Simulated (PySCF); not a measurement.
**C₆ coefficients of unlike pairs at UHF**

Calculated with PySCF 2.14 from the dipole response of each species, C₆(A,B) = (3/π) ∫ α_A(iu) α_B(iu) du, in atomic units, from isotropic polarisabilities. For ions this is the dispersion term alone; charge-induced terms of lower order in 1/R come first.

```tsv
species	configuration	basis	relativity	α (bohr³)	C₆ (like pair)
B⁺	[He] 2s2 (1S)	aug-cc-pwCVTZ (7s6p4d2f)	none	11.36	31.67
Xe³⁺	[Kr] 4d10 5s2 5p3 (4S)	aug-cc-pVQZ-PP with one added diffuse shell each of s, p, d, f, g type with ECP28MDF (8s8p6d4f3g)	core potential	9.729	56.11
Rb	[Kr] 5s1 (2S)	x2c-QZVPPall with one added diffuse shell each of s, p, d, f, g type (14s9p8d4f3g)	spin-free X2C	482.6	8533
Re³⁺	[Xe] 4f14 5d4 (5D)	x2c-TZVPPall with one added diffuse shell each of s, p, d, f type (12s8p8d4f1g)	spin-free X2C	6.890	36.43
```

**Question.** Estimate C₆ for Re³⁺ with B⁺.

**Answer.** The integral gives 29.01. The combination rule 2 C_A C_B / (C_A α_B/α_A + C_B α_A/α_B) gives 29.10 and the geometric mean 33.96.

No spin-orbit coupling is included.

The other pairs:

```csv
pair,C₆
"Re³⁺, Xe³⁺",44.66
"Rb, Xe³⁺",359.7
"Xe³⁺, B⁺",38.52
"Rb, B⁺",367.6
"Re³⁺, Rb",261.4
```
